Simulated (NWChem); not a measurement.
Everything below was run with NWChem. System: H₄Ge, charge 0, spin multiplicity 1, at a geometry optimised with PBE/def2-SVP. The structure started from a generated list of species. Level: CCSD(T)/def2-TZVP, 9 core orbitals frozen.

Output (cleaned and shortened):

```
             Northwest Computational Chemistry Package (NWChem) 7.3.0
             --------------------------------------------------------

                                NWChem Input Module
                                -------------------

 Scaling coordinates for geometry "geometry" by  1.889725989
 (inverse scale =  0.529177249)

 Turning off AUTOSYM since
 SYMMETRY directive was detected!

                             Geometry "geometry" -> ""
                             -------------------------

 Output coordinates in angstroms (scale by  1.889725989 to convert to a.u.)

  No.       Tag          Charge          X              Y              Z
 ---- ---------------- ---------- -------------- -------------- --------------
    1 Ge                  32.0000     0.00000000     0.00000000     0.00000000
    2 H                    1.0000     0.00000000    -1.26415800    -0.89392600
    3 H                    1.0000     0.00000000     1.26415800    -0.89392600
    4 H                    1.0000     1.26415900     0.00000000     0.89392500
    5 H                    1.0000    -1.26415900     0.00000000     0.89392500

 Effective nuclear repulsion energy (a.u.)      45.0038715510

            Nuclear Dipole moment (a.u.)
            ----------------------------
        X                 Y               Z
 ---------------- ---------------- ----------------
     0.0000000000     0.0000000000    -0.0000037795

      Symmetry information
      --------------------

 Group name             C2v
 Group number             16
 Group order               4
 No. of unique centers     3

      Symmetry unique atoms

     1    2    4


 Summary of "ao basis" -> "" (spherical)
 ------------------------------------------------------------------------------
       Tag                 Description            Shells   Functions and Types
 ---------------- ------------------------------  ------  ---------------------
 *                         def2-tzvp                  on all atoms

 Summary of "ao basis" -> "ao basis" (spherical)
 ------------------------------------------------------------------------------
       Tag                 Description            Shells   Functions and Types
 ---------------- ------------------------------  ------  ---------------------
 Ge                        def2-tzvp                16       48   6s5p4d1f
 H                         def2-tzvp                 4        6   3s1p

                                 NWChem SCF Module
                                 -----------------

  ao basis        = "ao basis"
  functions       =    72
  atoms           =     5
  closed shells   =    18
  open shells     =     0
  charge          =   0.00
  wavefunction    = RHF
  use symmetry    = T
  symmetry adapt  = T

 Summary of "ao basis" -> "ao basis" (spherical)
 ------------------------------------------------------------------------------
       Tag                 Description            Shells   Functions and Types
 ---------------- ------------------------------  ------  ---------------------
 Ge                        def2-tzvp                16       48   6s5p4d1f
 H                         def2-tzvp                 4        6   3s1p

      Symmetry analysis of basis
      --------------------------

        a1         31
        a2          7
        b1         17
        b2         17

 Forming initial guess at       0.1s

      Superposition of Atomic Density Guess
      -------------------------------------

 Sum of atomic energies:       -2077.30529915

      Non-variational initial energy
      ------------------------------

 Total energy =   -2077.542531
 1-e energy   =   -2986.232264
 2-e energy   =     863.685861
 HOMO         =      -0.413465
 LUMO         =       0.087594

      Symmetry analysis of molecular orbitals - initial
      -------------------------------------------------

 !! scf_movecs_sym_adapt:    2 vectors were symmetry contaminated

  Symmetry fudging
  Numbering of irreducible representations:

     1 a1          2 a2          3 b1          4 b2

  Orbital symmetries:

     1 a1          2 a1          3 a1          4 b1          5 b2
     6 a1          7 a1          8 b1          9 b2         10 b2
[...]
    68     -0.239970  5 H  s                 19      0.200073  1 Ge px

 Vector   18  Occ=2.000000D+00  E=-4.714757D-01  Symmetry=b2
              MO Center= -7.3D-17, -3.8D-11, -6.2D-01, r^2= 2.3D+00
   Bfn.  Coefficient  Atom+Function         Bfn.  Coefficient  Atom+Function
  ----- ------------  ---------------      ----- ------------  ---------------
    17      0.330813  1 Ge py                50     -0.239970  2 H  s
    56      0.239970  3 H  s                 20      0.200073  1 Ge py

 Vector   19  Occ=0.000000D+00  E= 1.473782D-01  Symmetry=a1
              MO Center=  2.0D-15, -3.5D-15,  2.7D-06, r^2= 6.4D+00
   Bfn.  Coefficient  Atom+Function         Bfn.  Coefficient  Atom+Function
  ----- ------------  ---------------      ----- ------------  ---------------
     6      2.522836  1 Ge s                 51     -1.064029  2 H  s
    57     -1.064029  3 H  s                 63     -1.064037  4 H  s
    69     -1.064037  5 H  s                  5      0.242536  1 Ge s
     4     -0.191574  1 Ge s

 Vector   20  Occ=0.000000D+00  E= 1.620084D-01  Symmetry=b2
              MO Center=  1.7D-17, -9.4D-12,  8.7D-02, r^2= 4.9D+00
   Bfn.  Coefficient  Atom+Function         Bfn.  Coefficient  Atom+Function
  ----- ------------  ---------------      ----- ------------  ---------------
    20      1.793713  1 Ge py                51      1.355140  2 H  s
    57     -1.355140  3 H  s

 Vector   21  Occ=0.000000D+00  E= 1.620085D-01  Symmetry=b1
              MO Center=  2.3D-12, -2.1D-18, -8.7D-02, r^2= 4.9D+00
   Bfn.  Coefficient  Atom+Function         Bfn.  Coefficient  Atom+Function
  ----- ------------  ---------------      ----- ------------  ---------------
    19      1.793714  1 Ge px                63     -1.355141  4 H  s
    69      1.355141  5 H  s

 center of mass
 --------------
 x =   0.00000000 y =   0.00000000 z =  -0.00000005

 moments of inertia (a.u.)
 ------------------
          23.007025382596           0.000000000000           0.000000000000
           0.000000000000          23.007043581461           0.000000000000
           0.000000000000           0.000000000000          23.006250719037

  Mulliken analysis of the total density
  --------------------------------------

    Atom       Charge   Shell Charges
 -----------   ------   -------------------------------------------------------
    1 Ge  32    31.90   2.00  2.00  1.16  0.80  0.76  0.56  5.98  4.44  1.56  1.45  0.96  8.91  1.10  0.06  0.14  0.02
    2 H    1     1.02   0.23  0.57  0.22  0.01
    3 H    1     1.02   0.23  0.57  0.22  0.01
    4 H    1     1.02   0.23  0.57  0.22  0.01
    5 H    1     1.02   0.23  0.57  0.22  0.01

       Multipole analysis of the density wrt the origin
       ------------------------------------------------

     L   x y z        total         open         nuclear
     -   - - -        -----         ----         -------
     0   0 0 0     -0.000000      0.000000     36.000000

     1   1 0 0     -0.000000      0.000000      0.000000
     1   0 1 0      0.000000      0.000000      0.000000
     1   0 0 1      0.000001      0.000000     -0.000004

     2   2 0 0    -15.875441      0.000000     11.413821
     2   1 1 0     -0.000000      0.000000      0.000000
     2   1 0 1      0.000000      0.000000      0.000000
     2   0 2 0    -15.875442      0.000000     11.413803
     2   0 1 1      0.000000      0.000000      0.000000
     2   0 0 2    -15.875457      0.000000     11.414590

                   NWChem Extensible Many-Electron Theory Module
                   ---------------------------------------------


            General Information
            -------------------
      Number of processors :     1
         Wavefunction type : Restricted Hartree-Fock
          No. of electrons :    36
           Alpha electrons :    18
            Beta electrons :    18
           No. of orbitals :   144
            Alpha orbitals :    72
             Beta orbitals :    72
        Alpha frozen cores :     9
         Beta frozen cores :     9
     Alpha frozen virtuals :     0
      Beta frozen virtuals :     0
         Spin multiplicity : singlet
    Number of AO functions :    72
       Number of AO shells :    32
        Use of symmetry is : on
      Symmetry adaption is : on
         Schwarz screening : 0.10D-09

          Correlation Information
          -----------------------
          Calculation type : Coupled-cluster singles & doubles w/ perturbation
   Perturbative correction : (T)
            Max iterations :      100
        Residual threshold : 0.10D-05
     T(0) DIIS level shift : 0.00D+00
     L(0) DIIS level shift : 0.00D+00
     T(1) DIIS level shift : 0.00D+00
     L(1) DIIS level shift : 0.00D+00
     T(R) DIIS level shift : 0.00D+00
     T(I) DIIS level shift : 0.00D+00
   CC-T/L Amplitude update :  5-th order DIIS
                I/O scheme : Global Array Library
        L-threshold :  0.10D-05
        EOM-threshold :  0.10D-05
 no EOMCCSD initial starts read in
 TCE RESTART OPTIONS
 SLICE:      F
 D4D5:       F
 quantumc:   F
 qrotation:  F
 pwtce:      F
 qducc:      F
 nacto:                         0
 nrotv:                         0
 nrot:                          0

            Memory Information
            ------------------
          Available GA space size is     249031616 doubles
          Available MA space size is     104850428 doubles

 Maximum block size supplied by input
 Maximum block size        24 doubles

 tile_dim =     22

 -------------------------------------------------

 Global array virtual files algorithm will be used

 Parallel file system coherency ......... OK

 4-electron integrals stored in orbital form

 v2    file size   =          1125433
 4-index algorithm nr.  13 is used
 imaxsize =       30
 imaxsize ichop =        0


CCSD iterations
 ---------------------------------------------------------
 Iter          Residuum       Correlation     Cpu    Wall
 ---------------------------------------------------------
    1   0.1507713242634  -0.2648027163353     0.5     0.5
    2   0.0375921553552  -0.2779336205552     0.5     0.5
    3   0.0128483525549  -0.2849339683758     0.5     0.5
    4   0.0051224485790  -0.2861319479737     0.5     0.5
    5   0.0021488541032  -0.2868021599668     0.5     0.5
    6   0.0005708212982  -0.2870934368398     0.5     0.5
    7   0.0002332987088  -0.2871290979360     0.5     0.5
    8   0.0001120553057  -0.2871363077260     0.6     0.6
    9   0.0000597749211  -0.2871385023597     0.6     0.6
   10   0.0000311472649  -0.2871407556698     0.5     0.5
   11   0.0000036297943  -0.2871426869809     0.5     0.5
   12   0.0000012120739  -0.2871429024195     0.5     0.5
   13   0.0000005409862  -0.2871430201891     0.4     0.4
 -----------------------------------------------------------------
 Iterations converged
 CCSD correlation energy / hartree =        -0.287143020189130
 CCSD total energy / hartree       =     -2077.965080130551087

 Singles contributions

 Doubles contributions
 CCSD(T)
 Using plain CCSD(T) code
             total no. of tasks          500
 total no. of tasks / no. procs          500
                         wl_min          216           2.4
                         wl_max       681472           9.4
        thresh for no. of tasks          500

 CCSD[T]  correction energy / hartree =        -0.009039509487540
 CCSD[T] correlation energy / hartree =        -0.296182529676670
 CCSD[T] total energy / hartree       =     -2077.974119640038680
 CCSD(T)  correction energy / hartree =        -0.008109018219802
 CCSD(T) correlation energy / hartree =        -0.295252038408933
 CCSD(T) total energy / hartree       =     -2077.973189148770871

 Task  times  cpu:       21.0s     wall:       21.0s

 Total times  cpu:       21.0s     wall:       21.0s
```

### Question
Write an NWChem input that would produce this output.

### Answer
One answer among several that fit: 
```
start mol
memory heap 100 mb stack 700 mb global 1900 mb
geometry units angstroms nocenter noautoz
  Ge     0.000000     0.000000     0.000000
  H      0.000000    -1.264158    -0.893926
  H      0.000000     1.264158    -0.893926
  H      1.264159     0.000000     0.893925
  H     -1.264159     0.000000     0.893925
  symmetry group C2v
end
basis spherical
  * library def2-tzvp
end
scf
  rhf
  nopen 0
  maxiter 100
  thresh 1e-7
  semidirect memsize 60000000 filesize 0
end
tce
  freeze core 9
  ccsd(t)
  2eorb
  2emet 13
  thresh 1e-6
  maxiter 100
  tilesize 24
end
task tce energy
```
